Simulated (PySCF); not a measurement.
Does the drawn structure hold up?

C3H7B2FS2. Drawn bonds (atoms numbered from 1): B1–C2, C2–C3, C3–S4, S4–C5, C5–B6, B6–F7, C5–S8, C2–S8, B1–H9, B1–H10, C2–H11, C3–H12, C3–H13, C5–H14, B6–H15.

Geometry after optimisation with GFN2-xTB (Å):

```
atom  x, y, z in Å
B1    -0.301    1.486   -0.684
C2    -1.152    0.179   -0.862
C3    -1.456   -0.772    0.279
S4    -0.174   -2.067    0.422
C5     1.159   -0.922   -0.033
B6     1.574    0.128    1.094
F7     2.686    0.800    0.904
S8     0.533   -0.081   -1.553
H9    -0.430    2.379   -1.431
H10    0.218    1.658    0.368
H11   -1.857    0.093   -1.684
H12   -1.480   -0.234    1.228
H13   -2.401   -1.293    0.135
H14    2.006   -1.531   -0.357
H15    1.072    0.185    2.152
```

Here a drawn bond counts as lost beyond 1.3 times the sum of covalent radii plus 0.1 Å; another pair counts as a new contact within 1.08 times that sum, or 1.2 times among H, C, N, O, F, S and Cl. Covalent radii used (Å): B 0.84, C 0.73, F 0.57, H 0.31, S 1.05.

(1) Which drawn bonds no longer describe this geometry, and which new contacts appear?

(2) How long is each drawn bond in this geometry?

## Answers

(1) No drawn bond is lost. New contacts: B1–S8 (1.98 Å; radii sum 1.89 Å). The tight-binding optimisation can itself be at fault, so a check at a higher level is due before the drawing is dismissed.

(2) 
```
drawn bond  length (Å)  over radii sum
     B1–C2       1.570            1.00
     C2–C3       1.516            1.04
     C3–S4       1.828            1.03
     S4–C5       1.815            1.02
     C5–B6       1.596            1.02
     B6–F7       1.313            0.93
     C5–S8       1.846            1.04
     C2–S8       1.839            1.03
     B1–H9       1.171            1.02
    B1–H10       1.186            1.03
    C2–H11       1.086            1.04
    C3–H12       1.091            1.05
    C3–H13       1.089            1.05
    C5–H14       1.092            1.05
    B6–H15       1.172            1.02
```

All values are computed, not measured.
